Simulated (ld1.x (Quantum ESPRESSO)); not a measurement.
## Which change was made? (F, PAW)

```
Element                 : F
Generator               : ld1.x (Quantum ESPRESSO) 7.5
Type                    : PAW
Functional              : LDA (PZ)
Relativity              : scalar-relativistic
Frozen core             : [He]
Valence charge          : 7
Reference configuration : 2s1.5 2p5.5
Partial waves           : 2s (bound): rcut 0.70, rcutus 0.95 bohr; 2s channel at -1.75 Ry: rcut 0.70, rcutus 0.95 bohr; 2p (bound): rcut 0.90, rcutus 1.15 bohr; 2p channel at -0.55 Ry: rcut 0.90, rcutus 1.15 bohr; 3d channel at 0.05 Ry: rcut 0.75, rcutus 1.05 bohr; 3d channel at 1.95 Ry: rcut 0.75, rcutus 1.05 bohr
Local potential         : all-electron potential smoothed inside 0.90 bohr (lloc = -2)
Core correction         : a·sin(br)/r model core inside 0.70 bohr
Augmentation charge     : BESSEL, radius 0.60 bohr
```

Cutoffs, loose and tight: the cutoffs (Ry, on a coarse ladder) from which the occupation-weighted sum of valence levels, in a spherical-Bessel basis at the reference potential, stays within 10 and 1 mRy of its value at 400 Ry. They do not see the model core or the augmentation charge, which bear on the density cutoff. Test errors are all-electron minus pseudo excitation energies from the reference, over the configurations 2s2 2p5; 2s2 2p4; 2s2 2p3; 2s2 2p5.3; 2s1 2p5; 2s1 2p6; 2s2 2p4.5 (two spin-polarised tests are not counted in the largest error); variants that change the core or the reference have their own tests.

The base gives: outcome: generated; cutoff, loose: 55 Ry; cutoff, tight: 100 Ry; bound ghosts: none; largest test error (meV): -2.0.

Question: After one change the result is: outcome: generated; cutoff, loose: 60 Ry; cutoff, tight: 110 Ry; bound ghosts: none; largest test error (meV): +61. Which change was it?
A. waves 2s (bound): rcut 0.60, rcutus 0.64 bohr; 2s channel at -1.75 Ry: rcut 0.60, rcutus 0.64 bohr
B. waves 2s (bound): rcut 0.68, rcutus 0.72 bohr; 2s channel at -1.75 Ry: rcut 0.68, rcutus 0.72 bohr
C. waves 2s (bound): rcut 0.70, rcutus 1.18 bohr; 2s channel at -1.75 Ry: rcut 0.70, rcutus 1.18 bohr

Answer: B. The others give: waves 2s (bound): rcut 0.60, rcutus 0.64 bohr; 2s channel at -1.75 Ry: rcut 0.60, rcutus 0.64 bohr → outcome: generated; cutoff, loose: 80 Ry; cutoff, tight: 120 Ry; bound ghosts: none; largest test error (meV): -5.6 | waves 2s (bound): rcut 0.70, rcutus 1.18 bohr; 2s channel at -1.75 Ry: rcut 0.70, rcutus 1.18 bohr → outcome: generated; cutoff, loose: 55 Ry; cutoff, tight: 100 Ry; bound ghosts: none; largest test error (meV): +6.4.
